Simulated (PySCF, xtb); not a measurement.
B(H)2(PH2) (BH4P), SMILES PB.

Geometry: B3LYP-D3(BJ)/def2-TZVP.

These are PySCF 2.14.0 with IEF-PCM-M06-2X/def2-SVP values and carry that method's errors.

The values are the electrostatic part of the solvation free energy, E(continuum) − E(gas) at the gas-phase geometry, in a cavity of scaled van der Waals radii (PySCF's table); cavitation and dispersion terms are not included. In vacuum the orbital gap is 7.70 eV. The dipole moment in vacuum is 0.87 D.

Computed values in water (ε = 78.36), ethanol (ε = 24.85), diethylether (ε = 4.24):
```json
[
 {"solvent": "water", "ε": "78.36", "ΔG(elec) (kcal/mol)": "-1.1", "dipole (D)": "1.14", "gap (eV)": "7.72"},
 {"solvent": "ethanol", "ε": "24.85", "ΔG(elec) (kcal/mol)": "-1.0", "dipole (D)": "1.12", "gap (eV)": "7.72"},
 {"solvent": "diethylether", "ε": "4.24", "ΔG(elec) (kcal/mol)": "-0.7", "dipole (D)": "1.04", "gap (eV)": "7.71"}
]
```

For comparison, GFN2-xTB/ALPB(water) (xtb, at the GFN2-xTB geometry, all terms of that model) gives -0.2 kcal/mol.
